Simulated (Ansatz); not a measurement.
Cost and result for the atomization energy of C3H9BO2, SMILES `CC(C)B(O)O` (15 atoms, 14 bonds).

```
atom   x (Å)   y (Å)   z (Å)
  C1  -1.201  -0.865  -0.651
  C2  -0.079  -0.464   0.313
  C3  -0.634   0.280   1.521
  B4   1.037   0.332  -0.466
  O5   1.239   1.656  -0.181
  O6   1.751  -0.345  -1.419
  H7  -1.949  -1.481  -0.143
  H8  -1.718   0.019  -1.039
  H9  -0.819  -1.431  -1.502
 H10   0.393  -1.394   0.659
 H11   0.150   0.535   2.237
 H12  -1.112   1.216   1.220
 H13  -1.383  -0.323   2.043
 H14   1.920   2.093  -0.697
 H15   2.405   0.171  -1.896
```

The species carries charge 0 and has multiplicity 1. All single points use the PBE0-D4/def2-TZVP geometry. It is one conformer, not always the lowest. Program: Ansatz. All runs use 4 threads of an Arm Neoverse V2 on a shared host. Times are those of one run each, without the atoms' runs, and a repeat can differ threefold. Electronic energies, without spin–orbit coupling; frozen cores. CCSD(T)/CBS adds CCSD(T) − MP2 in def2-TZVPP to the MP2 limit, and its time is that of the two runs behind it. T1 = 0.011.

CCSD(T)/CBS is a level of theory with its own doubt, some kJ/mol a heavy atom from the limit and from the frozen cores, so smaller differences don't rank the functionals.

```json
{"level": "BLYP-D4/def2-TZVPP", "functions": "312", "wall time": "3 s", "atomization (kcal/mol)": "1470.9", "difference from CCSD(T)/CBS": "-4.1", "per bond": "-0.3"}
{"level": "revPBE-D4/def2-TZVPP", "functions": "312", "wall time": "3.2 s", "atomization (kcal/mol)": "1467.1", "difference from CCSD(T)/CBS": "-7.9", "per bond": "-0.6"}
{"level": "PBE0-D4/def2-TZVPP", "functions": "312", "wall time": "3.7 s", "atomization (kcal/mol)": "1479.6", "difference from CCSD(T)/CBS": "4.6", "per bond": "0.3"}
{"level": "PBE-D4/def2-TZVPP (with forces)", "functions": "312", "wall time": "3.7 s", "atomization (kcal/mol)": "1503.2", "difference from CCSD(T)/CBS": "28.2", "per bond": "2.0"}
{"level": "CAM-B3LYP-D4/def2-TZVPP", "functions": "312", "wall time": "4.1 s", "atomization (kcal/mol)": "1483.4", "difference from CCSD(T)/CBS": "8.4", "per bond": "0.6"}
{"level": "r2SCANh-D4/def2-TZVPP", "functions": "312", "wall time": "6.5 s", "atomization (kcal/mol)": "1472.2", "difference from CCSD(T)/CBS": "-2.8", "per bond": "-0.2"}
{"level": "PBE-QIDH/def2-TZVPP", "functions": "312", "wall time": "7.5 s", "atomization (kcal/mol)": "1470.1", "difference from CCSD(T)/CBS": "-4.9", "per bond": "-0.3"}
{"level": "ωB97X-V/def2-TZVPP", "functions": "312", "wall time": "9.5 s", "atomization (kcal/mol)": "1474.9", "difference from CCSD(T)/CBS": "-0.1", "per bond": "0.0"}
{"level": "ωB97M-V/def2-TZVPP (with forces)", "functions": "312", "wall time": "14 s", "atomization (kcal/mol)": "1480.2", "difference from CCSD(T)/CBS": "5.2", "per bond": "0.4"}
{"level": "CCSD(T)/def2-SVP", "functions": "129", "wall time": "14 s", "atomization (kcal/mol)": "1415.0", "difference from CCSD(T)/CBS": "-60.0", "per bond": "-4.3"}
{"level": "MP2/def2-QZVPP", "functions": "612", "wall time": "35 s", "atomization (kcal/mol)": "1487.6", "difference from CCSD(T)/CBS": "12.6", "per bond": "0.9"}
{"level": "CCSD(T)/def2-TZVPP", "functions": "312", "wall time": "17 min", "atomization (kcal/mol)": "1442.0", "difference from CCSD(T)/CBS": "-33.0", "per bond": "-2.4"}
{"level": "CCSD(T)/CBS(def2)", "functions": "–", "wall time": "17 min", "atomization (kcal/mol)": "1475.0", "difference from CCSD(T)/CBS": "0.0", "per bond": "0.0"}
```

From BLYP to BHLYP (50 % exact exchange), in def2-TZVPP and without D4, the atomization energy moves by −28.5 kcal/mol: exact exchange takes away binding that semilocal exchange gives to molecules. At CCSD(T), def2-SVP lies −60.1 kcal/mol from the extrapolated value and def2-TZVPP −33.0 kcal/mol: correlation converges slowly with the basis, and small sets miss more of it in the bonded molecule than in its fragments. Leaving LDA and LC-ωPBE aside and taking each functional with its dispersion term where it has one, the values, not all of them listed here, spread over 68.2 kcal/mol, from BHLYP-D4 to PBE-D4. LDA lies +186.4 kcal/mol from PBE without D4, its usual overbinding.
